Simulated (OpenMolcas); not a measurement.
Re5+: moving the ligands

Re5+ with 6 ligands (fluoride) in octahedral coordination (Oh) at 1.89 Å. A charge of +0.167 e stands 2.6 Å behind each ligand. Ligand basis ANO-RCC-VDZP.

- Program: OpenMolcas 26.06
- Method: CASSCF
- Basis: ANO-RCC-VTZP [8s7p5d3f2g1h]
- Scalar Hamiltonian: DKH2, point nucleus
- Active space: 2 electrons in 5 orbitals (5d)
- State averaging: 2S+1 = 3 even, 10 roots; 2S+1 = 1 even, 15 roots
- Spin-orbit coupling: RASSI with atomic mean-field integrals over the reference wave functions

Runs around this geometry, states (labels of O, the rotations of Oh). Energies in cm-1 above the lowest state or level, χT in cm3 K/mol; under a threefold ground state the first gap can be a small split of the lowest multiplet, not the spin-orbit step; 10Dq and B are least-squares fits to the states below 45000 cm-1, weighted by degeneracy, with a free offset, and given where the rms deviation is under 5 % of |10Dq| (or 100 cm-1) and under 700 cm-1.

| R (Å) | Ground state | First state of that spin | 10Dq | B (rms of fit) | First gap with spin-orbit (degeneracies) | χT at 300 K | First state of another spin |
| --- | --- | --- | --- | --- | --- | --- | --- |
| 1.85 | 3T1 | 3T2 43274 |  |  | 213.8 (2, 3) | 0.152 | 1T2 9649 |
| 1.89 | 3T1 | 3T2 39492 |  |  | 237.7 (2, 3) | 0.141 | 1T2 9748 |
| 1.94 | 3T1 | 3T2 35371 | 37073 | 703 (95) | 268.9 (2, 3) | 0.128 | 1T2 9872 |

Taking the first state of the same spin as R^-n, n = -ln(35371 / 43274) / ln(1.94 / 1.85) = 4.2 between the shortest and longest distance.

An orbital triplet at a regular site is open to Jahn-Teller coupling, which can distort the site and quench the lowest spin-orbit gaps and is left out. Without dynamic correlation the repulsion within the d shell is too large (B by tens of per cent), so at a given field states of lower spin stand too high. With metal d orbitals alone the field can be off either way by tens of per cent. Ligand-to-metal charge-transfer states are missing. With no ligand orbital active B as a rule stays too high, so bands that hang on it stand too high and its fall with covalency is understated. The least metal-like active orbital is 71 % on the metal (Löwdin) and no ligand orbital is active, so the numbers are rough (holds for R = 1.85; R = 1.89). The least metal-like active orbital is 72 % on the metal (Löwdin) and no ligand orbital is active, so the numbers are rough (holds for R = 1.94). No measured value stands beside these numbers; the geometry is a model, was not optimised and need not be the one that this ion takes.
